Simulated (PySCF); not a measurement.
## NMR problem set

No relativistic terms, a single conformation, equivalent nuclei averaged, no solvent. GIAO PBE0/pcSseg-1 shieldings; coordinates at the GFN2-xTB level; PySCF.

Shifts are taken against calculated references (same method and geometry level): $^{1}$H (σ = 31.72 ppm) and $^{13}$C (σ = 186.93 ppm) against TMS. Where no couplings were computed, multiplicities follow the n + 1 count of equivalent neighbours, and m marks all less simple cases (inequivalent or close neighbours, rings, F or P nearby). Shifts are as computed. Against solution values, carbons near 30 ppm lie about +3 ppm off and those near 130 ppm about +5 ppm. Of 1211 compounds with measured shifts, 218 miss one by over three times the rms of a fit or turn the order of signals round; such compounds aren't used in these exercises.

Question: C$_{9}$H$_{13}$N. $^{1}$H NMR (300 MHz, computed): δ 2.36 (m, 1H), 1.99 (m, 1H), 1.90 (m, 1H), 1.81 (m, 1H), 1.61 (m, 1H), 1.55 (m, 1H), 1.44 (m, 1H), 1.40 (m, 1H), 1.34 (m, 1H), 1.06 (m, 1H), 0.98 (d, 3H). $^{13}$C{$^{1}$H} NMR (computed): δ 128.6 (C), 46.9 (CH), 45.9 (CH), 40.6 (CH2), 40.5 (CH2), 39.1 (CH), 34.9 (CH2), 29.9 (CH), 24.0 (CH3). Identify the compound.

Answer: SMILES C[C@@H]1C[C@@H]2C[C@H]1C[C@H]2C#N. Rings plus π bonds: 4 (2 rings in the answer). 9 carbon signals for 9 carbons: no two carbons are equivalent. Carbon types of the structure: 1 × C, 4 × CH, 3 × CH2, 1 × CH3, which accounts for all hydrogens. δC 128.6: nitrile carbon; C≡N carbons fall here, among the sp2 signals but without a proton. δC 46.9, 45.9, 39.1: sp3 CH in a ring; aliphatic region, no heteroatom directly attached. δC 29.9: sp3 CH α to a nitrile; a saturated carbon with 3 carbon neighbours and no heteroatom attached. δC 24.0: methyl carbon; saturated and bonded to C and H only.

The data come from this structure; uniqueness wasn't tested.

Question: C$_{6}$H$_{7}$N$_{3}$O. $^{1}$H NMR (500 MHz, computed): δ 10.43 (s, 1H), 7.81 (s, 1H), 4.53 (m, 1H), 1.20 (m, 2H), 0.91 (m, 2H). $^{13}$C{$^{1}$H} NMR (computed): δ 189.7 (CH), 158.3 (C), 143.5 (CH), 29.3 (CH), 10.5 (CH2). Identify the compound.

Answer: `O=Cc1nncn1C1CC1`. The formula gives 5 degrees of unsaturation (2 rings in the answer). 5 carbon signals for 6 carbons: some carbons are equivalent by symmetry or fast rotation. Carbon types of the structure: 1 × C, 3 × CH, 2 × CH2, which accounts for all hydrogens. δC 189.7: aldehyde carbonyl carbon; the double bond to the heteroatom, with no lone-pair donor beside it, deshields it most. δC 158.3: substituted aromatic carbon next to a ring nitrogen. δC 143.5: aromatic CH between two ring heteroatoms. δH 10.43: hydrogen on an aldehyde carbonyl carbon; the formyl region, downfield of aromatic protons.

The shifts were computed for this structure.

Question: C$_{6}$H$_{7}$N$_{3}$O. $^{1}$H NMR (500 MHz, computed): δ 10.69 (s, 1H), 7.78 (s, 1H), 3.25 (q, 2H), 1.46 (t, 3H). $^{13}$C{$^{1}$H} NMR (computed): δ 202.7, 171.8, 152.4, 118.2, 35.3, 20.0. Identify the compound.

Answer: SMILES CCc1cc(C=O)nnn1. The formula gives 5 degrees of unsaturation (1 ring in the answer). 6 carbon signals for 6 carbons: no two carbons are equivalent. Carbon types of the structure: 2 × C, 2 × CH, 1 × CH2, 1 × CH3, which accounts for all hydrogens. δC 202.7: aldehyde carbonyl carbon; low-lying n→π* states of the double bond to the heteroatom give a large paramagnetic term (-257 ppm). δC 171.8, 152.4: substituted aromatic carbon next to a ring nitrogen. δC 118.2: aromatic CH. δH 10.69: hydrogen on an aldehyde carbonyl carbon; the formyl region, downfield of aromatic protons.

This is the structure that produced the data.
